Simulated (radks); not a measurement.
Results of a calculation; reference values are marked as such.
Question: All-electron atom: the nickel ion Ni14+ in [Ne] 3s2 3p2. Level of theory: scalar-relativistic Kohn-Sham, r2SCAN, spin-unpolarised, spherical densities, finite nucleus; meta-GGA in the generalised Kohn-Sham scheme; Fermi nuclear charge, rms radius 3.7757 fm (a radial shooting solver on a logarithmic mesh with Libxc functionals). Some entries of the table are withheld. Estimate them.

orbital  occ.  eigenvalue (hartree)  <r> (bohr)  <1/r> (bohr^-1)
1s          2             -319.7691         (1)            28.09
2s          2                   (2)         (3)            6.143
2p          6             -47.90062         (4)              (5)
3s          2             -17.80592      0.6345            2.271
3p          2             -16.21445      0.6291            2.190

Answer: 
(1) 1s <r> (bohr): 0.05409
(2) 2s eigenvalue (hartree): -52.95184
(3) 2s <r> (bohr): 0.2422
(4) 2p <r> (bohr): 0.2128
(5) 2p <1/r> (bohr^-1): 6.007
